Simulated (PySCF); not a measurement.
```xyz
5
charge 0 multiplicity 1, angstrom
Te    0.0000    0.0000    0.3351
O     1.5558    0.0000    1.1695
O    -1.5558    0.0000    1.1695
Cl    0.0000    1.7426   -1.1617
Cl    0.0000   -1.7426   -1.1617
```

Method: PySCF, PBE0, basis Te def2-TZVP with ECP28, O def2-TZVP, Cl def2-TZVP (scalar-relativistic core potentials, no spin–orbit coupling, density fitting).

This geometry of TeO₂Cl₂ is a stationary point at this level.

What is the point group?

C2v.

Is it a minimum?

Yes: all harmonic wavenumbers are real.

List the harmonic modes with their infrared intensities.


| symmetry | ω (cm⁻¹) | IR (km/mol) | type |
| --- | --- | --- | --- |
| a1 | 127 | 0.1 | bend |
| a2 | 164 | 0.0 | bend |
| b2 | 194 | 9.6 | bend |
| b1 | 227 | 34.6 | bend |
| a1 | 241 | 30.7 | bend |
| b1 | 385 | 97.4 | stretch |
| a1 | 385 | 49.5 | stretch |
| a1 | 887 | 39.6 | stretch |
| b2 | 928 | 59.9 | stretch |

Give the atomic charges and bond orders.


```tsv
atom	Mulliken	Löwdin	polar tensor	Mayer order to Te1
Te1	1.37	0.81	2.17	–
O2,3	-0.51	-0.45	-0.62	1.72
Cl4,5	-0.17	0.05	-0.46	0.99
```

What is the atomisation energy, with and without zero-point energy?

1103 kJ/mol without, 1082 kJ/mol with.

In C2v the vibrations span 4a1 + a2 + 2b2 + 2b1. The a2 mode carries no infrared intensity, as symmetry demands.

Other isomers or separated fragments may lie lower.
